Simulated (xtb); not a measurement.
Cl$_{3}$Sn (SMILES [Cl][Sn+]([Cl])[Cl]), charge +1, singlet, from a rough starting geometry (GFN-xTB shapes and energies of metal compounds can be far from the true ones); GFN2-xTB (xtb 6.7.1).

xtb was given this input:
```
$ xtb mol.xyz --gfn 2 --chrg 1 --opt vtight --json

# file mol.xyz
4

Sn     0.06402735     0.01333200     0.01415765
Cl     2.22066339    -0.26897930    -0.45401572
Cl    -0.97806956    -0.97083516     1.79690704
Cl    -1.29232837     1.25833020    -1.38927502
```

The log (banner, timings and long lists left out):

```
   ID    Z sym.   atoms
    1   50 Sn     1
    2   17 Cl     2-4

           -------------------------------------------------
          |                Calculation Setup                |
           -------------------------------------------------

           -------------------------------------------------
          |                 G F N 2 - x T B                 |
           -------------------------------------------------

          ...................................................
          :                      SETUP                      :
          :.................................................:
          :  # basis functions                  40          :
          :  # atomic orbitals                  36          :
          :  # shells                           12          :
          :  # electrons                        24          :
          :  max. iterations                   250          :
          :  Hamiltonian                  GFN2-xTB          :
          :  restarted?                      false          :
          :  GBSA solvation                  false          :
          :  PC potential                    false          :
          :  electronic temp.          300.0000000     K    :
          :  accuracy                    1.0000000          :
          :  -> integral cutoff          0.2500000E+02      :
          :  -> integral neglect         0.1000000E-07      :
          :  -> SCF convergence          0.1000000E-05 Eh   :
          :  -> wf. convergence          0.1000000E-03 e    :
          :  Broyden damping             0.4000000          :
          :  net charge                          1          :
          :  unpaired electrons                  0          :
          ...................................................

 iter      E             dE          RMSdq      gap      omega  full diag
   1     -5.1811267 -0.518113E+01  0.398E+01    1.46       0.0  T
   2     -9.4020144 -0.422089E+01  0.486E+01   13.37       1.0  T
   3    -12.1487096 -0.274670E+01  0.208E+01    6.62       1.0  T
   4    -15.1808760 -0.303217E+01  0.144E+01    2.59       1.0  T
   5    -14.8178870  0.362989E+00  0.102E+01    2.97       1.0  T
   6    -15.2943469 -0.476460E+00  0.118E+01    2.33       1.0  T
   7    -15.3350748 -0.407279E-01  0.514E+00    2.27       1.0  T
   8    -15.3013771  0.336977E-01  0.705E+00    2.26       1.0  T
   9    -15.3741185 -0.727414E-01  0.310E+00    2.22       1.0  T
[...]
         :: total energy             -15.398478910337 Eh    ::
 * total energy  :   -15.3984789 Eh     change       -0.5577760E-12 Eh
 * total energy  :   -15.3988891 Eh     change       -0.4101453E-03 Eh
 * total energy  :   -15.3995962 Eh     change       -0.7071815E-03 Eh
 * total energy  :   -15.3996201 Eh     change       -0.2382911E-04 Eh
 * total energy  :   -15.3996503 Eh     change       -0.3025936E-04 Eh
 * total energy  :   -15.3996501 Eh     change        0.2517955E-06 Eh
 * total energy  :   -15.3996508 Eh     change       -0.6988370E-06 Eh
 * total energy  :   -15.3996508 Eh     change       -0.1466185E-08 Eh
   *** GEOMETRY OPTIMIZATION CONVERGED AFTER 8 ITERATIONS ***
         :: total energy             -15.399650774261 Eh    ::
[...]
       ...                                ...                  ...
        36                          0.3799567              10.3391
      -------------------------------------------------------------
                  HL-Gap            0.0823744 Eh            2.2415 eV
             Fermi-level           -0.6030980 Eh          -16.4111 eV

     #   Z          covCN         q      C6AA      α(0)
     1  50 Sn       2.431     0.515   381.763    39.376
     2  17 Cl       0.810     0.162    94.383    14.862
     3  17 Cl       0.810     0.162    94.383    14.862
     4  17 Cl       0.810     0.162    94.383    14.862

 Mol. C6AA /au·bohr⁶  :       2339.492205
 Mol. C8AA /au·bohr⁸  :     163558.832638
 Mol. α(0) /au        :         83.961106

Wiberg/Mayer (AO) data.
largest (>0.10) Wiberg bond orders for each atom

 ---------------------------------------------------------------------------
     #   Z sym  total        # sym  WBO       # sym  WBO       # sym  WBO
 ---------------------------------------------------------------------------
     1  50 Sn   3.049 --     3 Cl   1.016     4 Cl   1.016     2 Cl   1.016
     2  17 Cl   1.622 --     1 Sn   1.016     4 Cl   0.303     3 Cl   0.303
     3  17 Cl   1.622 --     1 Sn   1.016     2 Cl   0.303     4 Cl   0.303
     4  17 Cl   1.622 --     1 Sn   1.016     2 Cl   0.303     3 Cl   0.303
 ---------------------------------------------------------------------------

Topologies differ in total number of bonds
Writing topology from bond orders to xtbtopo.mol

molecular dipole:
                 x           y           z       tot (Debye)
 q only:        0.007       0.015      -0.015
   full:        0.007       0.015      -0.015       0.057
molecular quadrupole (traceless):
                xx          xy          yy          xz          yz          zz
 q only:        1.958      -1.137      -2.187      -0.767      -2.994       0.229
  q+dip:        3.545      -2.058      -3.960      -1.389      -5.420       0.415
   full:        1.617      -0.938      -1.806      -0.634      -2.472       0.189

optimized geometry written to: xtbopt.xyz

           -------------------------------------------------
          | TOTAL ENERGY              -15.399650774261 Eh   |
          | GRADIENT NORM               0.000016174832 Eh/α |
          | HOMO-LUMO GAP               2.241521809775 eV   |
           -------------------------------------------------

normal termination of xtb
```
